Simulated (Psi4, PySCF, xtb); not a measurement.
Approach curve of the dimer CH4 ··· BCl3 (SMILES C and ClB(Cl)Cl). Monomers: optimised at B3LYP-D3(BJ) (def2-TZVP), held rigid. Orientation: a random orientation, not optimised. Only R, the distance of the centres of mass, is varied, so the lowest point isn't the relaxed dimer.

Geometry at R = 5.20 Å (first 5 atoms: monomer A):
```
9

C      0.0000     0.0000     0.0000
H     -0.2699    -0.0633     1.0533
H      0.1603     1.0425    -0.2716
H     -0.8046    -0.4136    -0.6065
H      0.9142    -0.5655    -0.1752
Cl     4.5667     4.0178    -2.6872
B      3.3251     3.7054    -1.5012
Cl     1.8442     2.9141    -1.9771
Cl     3.5645     4.1841     0.1600
```

Levels: GFN1-xTB (xtb); RKS-B3LYP/6-31G* = PySCF with restricted B3LYP/6-31G*, spherical d, no counterpoise correction; RKS-M06-2X/6-31G* = PySCF with restricted M06-2X/6-31G*, spherical d, no counterpoise correction; SAPT0/jun-cc-pVDZ, frozen core (Psi4).

Interaction energies in kcal/mol; the last columns give the difference from SAPT0:

| R / Å | GFN1-xTB | RKS-B3LYP/6-31G* | RKS-M06-2X/6-31G* | SAPT0/jun-cc-pVDZ | GFN1-xTB − SAPT0/jun-cc-pVDZ | RKS-B3LYP/6-31G* − SAPT0/jun-cc-pVDZ | RKS-M06-2X/6-31G* − SAPT0/jun-cc-pVDZ |
|---|---|---|---|---|---|---|---|
| 4.58 | -0.14 | 2.40 | 1.48 | 2.14 | -2.27 | 0.26 | -0.66 |
| 4.77 | -0.60 | 1.12 | 0.46 | 0.90 | -1.50 | 0.22 | -0.44 |
| 4.99 | -0.68 | 0.41 | -0.04 | 0.20 | -0.88 | 0.21 | -0.24 |
| 5.20 | -0.60 | 0.12 | -0.20 | -0.08 | -0.52 | 0.20 | -0.12 |
| 5.40 | -0.49 | 0.02 | -0.25 | -0.17 | -0.32 | 0.19 | -0.07 |
| 5.61 | -0.39 | -0.01 | -0.25 | -0.19 | -0.19 | 0.18 | -0.06 |
| 5.93 | -0.27 | -0.01 | -0.22 | -0.17 | -0.11 | 0.15 | -0.05 |
| 6.19 | -0.21 | 0.00 | -0.17 | -0.13 | -0.08 | 0.13 | -0.04 |
| 6.68 | -0.13 | 0.00 | -0.08 | -0.08 | -0.05 | 0.09 | 0.01 |
| 7.37 | -0.07 | 0.00 | -0.01 | -0.04 | -0.03 | 0.05 | 0.03 |
| 8.41 | -0.03 | 0.00 | 0.00 | -0.02 | -0.01 | 0.02 | 0.01 |
| 9.70 | -0.01 | 0.00 | 0.00 | -0.01 | -0.01 | 0.01 | 0.00 |

GFN1-xTB is furthest from SAPT0/jun-cc-pVDZ at 4.58 (-2.27 kcal/mol, below); its mean absolute difference over the points is 0.50 kcal/mol.

RKS-B3LYP/6-31G* is furthest from SAPT0/jun-cc-pVDZ at 4.58 (0.26 kcal/mol, above); its mean absolute difference over the points is 0.14 kcal/mol.

RKS-M06-2X/6-31G* is furthest from SAPT0/jun-cc-pVDZ at 4.58 (-0.66 kcal/mol, below); its mean absolute difference over the points is 0.15 kcal/mol.
